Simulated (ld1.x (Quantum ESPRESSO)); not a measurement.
Scattering properties, RRKJ potential for Mn (Z = 25)

Mn (Z = 25), norm-conserving RRKJ (Kleinman–Bylander form), made with ld1.x (Quantum ESPRESSO) 7.5 (PBE, scalar-relativistic). Core [Ne], reference 3s2 3p6 3d5 4s0 4p0 (charge +2). Waves: 3p (bound): rc 1.40 bohr; 3d (bound): rc 1.30 bohr; 3s (bound): rc 1.15 bohr. Local part: the s channel. Core correction: a·sin(br)/r model core, default radius (core density twice the valence density).

The phase is arctan(r·u′/u) with u = r·R(r), unwrapped; energies in Ry, scanned from -10 to 5 Ry. A pole is an energy at which the radial function vanishes at the test radius. The pseudo phase is shifted by a multiple of π to meet the all-electron one at the reference energy, and phase errors are pseudo minus all-electron; the curves can meet again beyond the range given. Levels narrower than the energy grid can be missing from the lists of poles.

```tsv
channel	radius (bohr)	reference energy (Ry)	poles, all-electron	poles, pseudo	unbroken range about the reference energy with phases within 0.05 rad	phase error 1 Ry above the reference energy (rad)
s	1.55	-7.62	-6.95	-6.95	below -1.2	-0.002
p	1.55	-5.32	-4.43	-4.43	below 1.3	-0.001
d	1.55	-1.79	-0.47	-0.46	below 3.8	+0.001
```

Phases in the d channel:

```
E (Ry)  all-electron  pseudo
-10.00         1.349   1.349
 -9.52         1.342   1.342
 -9.04         1.334   1.334
 -8.56         1.326   1.326
 -8.08         1.316   1.316
 -7.60         1.305   1.306
 -7.12         1.293   1.293
 -6.64         1.279   1.279
 -6.16         1.262   1.262
 -5.68         1.241   1.241
 -5.20         1.214   1.215
 -4.72         1.180   1.180
 -4.24         1.133   1.133
 -3.76         1.062   1.063
 -3.28         0.944   0.945
 -2.80         0.706   0.707
 -2.32         0.124   0.125
 -1.84        -0.789  -0.789
 -1.36        -1.267  -1.266
 -0.88        -1.472  -1.471
 -0.40        -1.583  -1.581
  0.08        -1.657  -1.655
  0.56        -1.715  -1.711
  1.04        -1.765  -1.760
  1.52        -1.813  -1.806
  2.00        -1.863  -1.853
  2.48        -1.920  -1.905
  2.96        -1.988  -1.966
  3.44        -2.076  -2.042
  3.92        -2.196  -2.141
  4.40        -2.370  -2.278
  4.88        -2.632  -2.476
```
